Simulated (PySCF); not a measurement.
# Bond length, frequency and bond energy of CoO⁺ by level of theory

State: ⁵Δ (quintet), unpaired electrons σ ↑, π ↑↑, δ ↑. Set-up: Co def2-TZVPPD, O def2-TZVPPD; no relativity (PySCF 2.14). De refers to Co⁺ (3d8) + O in their high-spin ground configurations, without counterpoise correction. The functionals are run spin-unrestricted. A positive dipole points towards O; it is taken about the centre of mass and depends on that origin. Levels whose curve was spin-contaminated or gave no clean fit are not listed.

```csv
Level,Re (Å),ωe (cm⁻¹),De (eV),μ (D)
PBE,1.625,842,n/a,-3.71
TPSS,1.628,827,n/a,-3.85
r²SCAN,1.618,833,n/a,-4.00
TPSSh,1.627,800,n/a,-4.01
r²SCANh,1.621,789,n/a,-4.12
PBE0,1.623,773,n/a,-4.14
r²SCAN0,1.642,703,n/a,-4.17
B97-3,1.634,748,n/a,-4.16
HSE06,1.625,768,n/a,-4.12
```

What does the step from GGA to meta-GGA do here, going from PBE to r²SCAN?

r²SCAN less PBE: -0.7 pm in Re, -1.1 % in ωe. 

What does a quarter of exact exchange do here, going from r²SCAN to r²SCAN0?

r²SCAN0 less r²SCAN: +2.4 pm in Re, -15.6 % in ωe. Exact exchange removes part of the self-interaction that spreads semilocal densities, and in most molecules shortens and stiffens the bond and lowers De; here Re and ωe go the other way.

What does a tenth of exact exchange do here, going from TPSS to TPSSh?

TPSSh less TPSS: -0.1 pm in Re, -3.3 % in ωe. Exact exchange removes part of the self-interaction that spreads semilocal densities, and in most molecules shortens and stiffens the bond and lowers De; here ωe goes the other way.

De is left out where the level can put another filling of the metal’s s and d shells below the measured ground configuration, by anything from nothing to about 1 eV. With d or f electrons several states lie close, and the lowest PBE0 determinant need not be the measured ground state.

The whole job (state search and all levels along the bond) took about 12 min on 2 threads of Intel Xeon Platinum 8259CL @ 2.50GHz (shared host), peak memory 3.1 GiB.
